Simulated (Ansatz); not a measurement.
Geometry optimisation, RKS PBE0-D4/def2-SVP (Ansatz).

input.yaml

```yaml
crystal:
  periodic: [false, false, false]
  atoms:
    - { symbol: Si, position_ang: [-0.94979, 0.53835, -0.20415] }
    - { symbol: S, position_ang: [0.47689, 0.31833, 1.38411] }
    - { symbol: Te, position_ang: [1.70246, 2.36394, 1.12725] }
    - { symbol: H, position_ang: [-1.81499, -0.63471, -0.17634] }
    - { symbol: H, position_ang: [-0.19737, 0.60785, -1.4516] }
    - { symbol: H, position_ang: [-1.62585, 1.77689, 0.13472] }
    - { symbol: H, position_ang: [0.58196, 3.23658, 1.96381] }
basis:
  gaussian: { orbitals: def2-SVP }
hamiltonian:
  xc: pbe0
  dispersion: d4
relax:
  f_tol: 0.015
  max_steps: 40
```

Command:

```bash
$ ansatz run input.yaml --threads 1 --pin off --max-ram 2048MiB --backend cpu --events-out ev --progress --plain --runs-dir out
```

Problem. Where does it end, and by what steps?

Solution. The run converged. After 5 steps the energy has fallen by 0.117 eV; H6 moved furthest, 0.21 Å.

```csv
step,energy less start (eV),largest force component (eV/Å),accepted
0,0.0000,0.814,yes
1,-0.0658,0.443,yes
2,-0.1130,0.106,yes
3,-0.1144,0.049,yes
4,-0.1166,0.031,yes
5,-0.1169,0.009,yes
```

```xyz
7
Properties=species:S:1:pos:R:3
Si -0.932 0.543 -0.190
S 0.459 0.308 1.439
Te 1.722 2.355 1.121
H -1.780 -0.687 -0.161
H -0.220 0.642 -1.496
H -1.786 1.751 0.004
H 0.709 3.295 2.059
```

Whether the end is a true minimum wasn't checked by a vibrational analysis.

Run time: 26 s on 1 CPU thread of a shared host.
